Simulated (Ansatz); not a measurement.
Basis-set extrapolation for CH4ClF2NSi, SMILES `N[C@@H](F)[Si@@H](F)Cl` (PBE0-D4/def2-TZVP geometry, frozen core, the Gaussian-basis code of Ansatz). Multiplicity 1, RHF reference.

```tsv
	def2-TZVPP	def2-QZVPP
HF	-1042.231707	-1042.267236
MP2 correlation	-1.183310	-1.288357
CCSD(T) correlation	-1.265330	not run
```

Energies in hartree. Use E(X) = E(∞) + A·exp(−7.88·√X) for Hartree–Fock and E(X) = E(∞) + B·X^(−2.97) for correlation, with X = 3 and 4, and add CCSD(T) minus MP2 of the smaller set to the MP2 limit.

Problem. What is the CCSD(T) energy at the basis-set limit?

Solution. HF limit: -1042.267236 + (-0.035529) × 0.13774 = -1042.27213. MP2 limit: -1.288357 + (-0.105047) × 0.74074 = -1.36617. Higher-order term: -1.265330 − (-1.183310) = -0.08202. Total: -1043.72032 hartree, 586.2 kJ/mol below CCSD(T)/def2-TZVPP.
